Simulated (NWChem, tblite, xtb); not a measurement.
## C2H3FSSi (SMILES FC1=C(S)[SiH2]1): the dipole moment, rung by rung

C2H3FSSi: 8 atoms, total charge 0, spin state singlet. As SMILES, `FC1=C(S)[SiH2]1`. Geometry: relaxed at PBE0-D4/def2-TZVP. This is one conformer, not always the lowest.

```csv
atom,x (Å),y (Å),z (Å)
F,1.5109,1.5943,0.0255
C,0.7987,0.4791,0.0224
C,-0.5019,0.2095,-0.0447
S,-2.0436,0.9546,-0.1615
Si,0.5474,-1.2898,0.0693
H,-1.6250,2.2340,-0.1814
H,0.7744,-2.1617,-1.1099
H,0.6310,-2.0769,1.3246
```

Each level gives the dipole moment (D). The values are calculated.

| level | kind | program | value (D) | CPU time |
| --- | --- | --- | --- | --- |
| GFN2-xTB | semi-empirical | tblite | 1.66 | under 2 s |
| GFN0-xTB | semi-empirical | xtb | 1.62 | under 2 s |
| GFN1-xTB | semi-empirical | xtb | 1.43 | under 2 s |
| IPEA1-xTB | semi-empirical | tblite | 1.46 | under 2 s |
| HF/STO-3G | Hartree–Fock | NWChem | 1.03 | 3.4 s |
| HF/3-21G | Hartree–Fock | NWChem | 1.20 | 4 s |
| B3LYP5/MINI | global hybrid | NWChem | 0.16 | 3.3 s |
| B3LYP/6-31G* (spherical functions) | global hybrid | NWChem | 0.39 | 40 s |
| B3LYP/6-31G* (Cartesian functions) | global hybrid | NWChem | 0.39 | 44 s |

The values span 0.16 to 1.66 D. Magnitudes only. Sets without polarisation functions give poor dipoles. CPU times are rough (shared hosts, several kinds of processor and program).
